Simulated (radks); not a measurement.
Spherical quantum dot in the effective-mass picture: electrons in a hard-walled sphere of radius 4, all in effective atomic units (hartree* = m*/eps^2 hartree, bohr* = eps/m* bohr), one dielectric constant everywhere. Method: non-relativistic Kohn-Sham, PBEsol, spin-polarised, spherical densities; computed with a radial shooting solver with Libxc functionals. Levels are named by radial order and angular momentum (1s, 1p, 1d, 2s, ...), and open shells are averaged over m. Results are scaled to m* = 0.174 and eps = 10, for which hartree* = 47.35 meV and bohr* = 3.041 nm. Each electron was tried in the lowest free levels, single moves between levels near the top were tried too, and the lowest total energy was kept; such a search can miss a lower state. At N = 1 the Hartree and exchange-correlation terms need not cancel, so that row can carry a self-interaction error.

\begin{tabular}{lrrrrrrr}
N & open shells & 2S & E (meV) & mu = E(N) - E(N-1) (meV) & addition energy mu(N+1) - mu(N) (meV) & e(HOMO) (meV) & rms radius (nm) \\ \hline
1 & 1s(up 1, down 0) & 1 & 14.7931 & 14.793 & 18.68 & 22.124 & 6.529 \\
2 & none & 0 & 48.2626 & 33.469 & 27.66 & 40.777 & 6.840 \\
3 & 1p(up 1, down 0) & 1 & 109.395 & 61.133 & 14.64 & 68.353 & 7.274 \\
4 & 1p(up 2, down 0) & 2 & 185.169 & 75.773 & 14.98 & 83.241 & 7.518 \\
5 & 1p(up 3, down 0) & 3 & 275.927 & 90.758 & 19.06 & 98.288 & 7.689 \\
6 & 1p(up 3, down 1) & 2 & 385.747 & 109.82 & 14.22 & 116.84 & 7.828 \\
7 & 1p(up 3, down 2) & 1 & 509.789 & 124.04 & 14.55 & 131.29 & 7.940 \\
8 & none & 0 & 648.384 & 138.59 & 29.93 & 145.92 & 8.034 \\
9 & 1d(up 1, down 0) & 1 & 816.903 & 168.52 & 14.19 & 175.60 & 8.149 \\
10 & 1d(up 2, down 0) & 2 & 999.609 & 182.71 & 14.26 & 189.83 & 8.244 \\
11 & 1d(up 3, down 0) & 3 & 1196.57 & 196.96 & 14.29 & 204.10 & 8.326 \\
12 & 1d(up 4, down 0) & 4 & 1407.83 & 211.26 & 14.31 & 218.41 & 8.398 \\
13 & 1d(up 5, down 0) & 5 & 1633.39 & 225.56 & 18.12 & 232.72 & 8.462 \\
14 & 1d(up 5, down 1) & 4 & 1877.07 & 243.68 & 13.94 & 250.64 & 8.521 \\
15 & 1d(up 5, down 2) & 3 & 2134.69 & 257.62 & 14.02 & 264.62 & 8.574 \\
16 & 1d(up 5, down 3) & 2 & 2406.33 & 271.64 & 14.06 & 278.67 & 8.622 \\
17 & 1d(up 5, down 4) & 1 & 2692.04 & 285.70 & 14.09 & 292.74 & 8.666 \\
18 & none & 0 & 2991.82 & 299.79 & 32.52 & 306.84 & 8.707 \\
19 & 1f(up 1, down 0) & 1 & 3324.14 & 332.31 & 13.85 & 339.23 & 8.755 \\
20 & 1f(up 2, down 0) & 2 & 3670.30 & 346.16 & 13.87 & 353.10 & 8.798 \\
21 & 1f(up 3, down 0) & 3 & 4030.33 & 360.03 & 13.88 & 366.97 & 8.838 \\
22 & 1f(up 4, down 0) & 4 & 4404.25 & 373.91 & 13.89 & 380.86 & 8.876 \\
23 & 1f(up 5, down 0) & 5 & 4792.05 & 387.80 & 13.89 & 394.75 & 8.911 \\
24 & 1f(up 6, down 0) & 6 & 5193.74 & 401.69 & 13.89 & 408.64 & 8.943 \\
25 & 1f(up 7, down 0) & 7 & 5609.32 & 415.58 & 17.51 & 422.53 & 8.974 \\
26 & 1f(up 7, down 1) & 6 & 6042.41 & 433.09 & 13.70 & 439.94 & 9.004 \\
27 & 1f(up 7, down 2) & 5 & 6489.20 & 446.79 & 13.72 & 453.64 & 9.031 \\
28 & 1f(up 7, down 3) & 4 & 6949.71 & 460.51 & 13.73 & 467.37 & 9.058 \\
29 & 1f(up 7, down 4) & 3 & 7423.94 & 474.24 & 13.74 & 481.11 & 9.083 \\
30 & 1f(up 7, down 5) & 2 & 7911.92 & 487.98 & - & 494.85 & 9.107 \\
\end{tabular}

All shells are closed at N = 2, 8, 18 (there: 1s2 1p6 1d10); the second difference of the energy has clear peaks (12 % above both neighbours; the first and last values, which can be the largest, are not judged, and half-filled shells can peak too) at N = 2, 5, 8, 13, 18, 25.
